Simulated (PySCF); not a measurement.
PySCF input:

```python
from pyscf import gto, scf, dft

mol = gto.M(
    atom='''
    Ge   -0.01426658   -0.01909977    0.97225137
    I     1.17561757   -1.89115665   -0.31358715
    I    -1.16700379    1.90268858   -0.27343255
    ''',
    basis='def2-tzvpd',
    ecp='def2-tzvp',
    charge=0,
    spin=2,
    verbose=4,
)

mf = dft.UKS(mol, xc='m062x').density_fit(auxbasis='def2-universal-jkfit')
mf.grids.level = 4
mf.conv_tol = 1e-9
mf.max_cycle = 100
mf.max_memory = 1500
mf.kernel()
if not mf.converged:
    mf = mf.newton()
    mf.kernel(mf.make_rdm1())
for _ in range(2):
    mo, _, stable, _ = mf.stability(return_status=True)
    if stable:
        break
    mf.kernel(mf.make_rdm1(mo, mf.mo_occ))
mf.analyze()
```

Problem. What final total energy does it print?

Solution. -2672.29019 Eh (M06-2X/def2-TZVPD).

This is an excited triplet: at this geometry the singlet lies 1.79 eV lower at RI-MP2/CBS(def2-TZVPPD,def2-QZVPPD)+[CCSD(T)-MP2]/def2-TZVPPD.
